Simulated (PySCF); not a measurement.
Si(Cl)(Br)(NH2)2 (BrClH4N2Si), SMILES N[Si](N)(Br)Cl. Geometry: PBE0-D3(BJ)/def2-SVP. This is a generated structure with no PubChem entry under its InChIKey; it may be hypothetical. The values are those of a single conformer.

These are PBE0-D3(BJ)/def2-SVP in PySCF values and carry that method's errors.

Harmonic wavenumbers (cm⁻¹): 136, 171, 225, 232, 255, 275, 392, 409, 412, 443, 545, 823, 826, 886, 963, 1526, 1531, 3614, 3615, 3722, 3724. Rotational constants (GHz): 2.537, 1.260, 1.084; symmetry number 1.

Work out the zero-point energy and the ideal-gas rigid-rotor harmonic-oscillator thermochemistry at 298.15 K and 1 atm.

ZPE = ½ Σ hcν = ½ × 24723 cm⁻¹ = 147.87 kJ/mol. H − E(el) = 170.58 kJ/mol. Entropy in J/(mol K): translation 173.19, rotation 121.00, vibration 71.93, total 366.12. G − E(el) = 61.42 kJ/mol. Cp = 117.25 J/(mol K). Modes under 150 cm⁻¹ make the vibrational entropy uncertain.
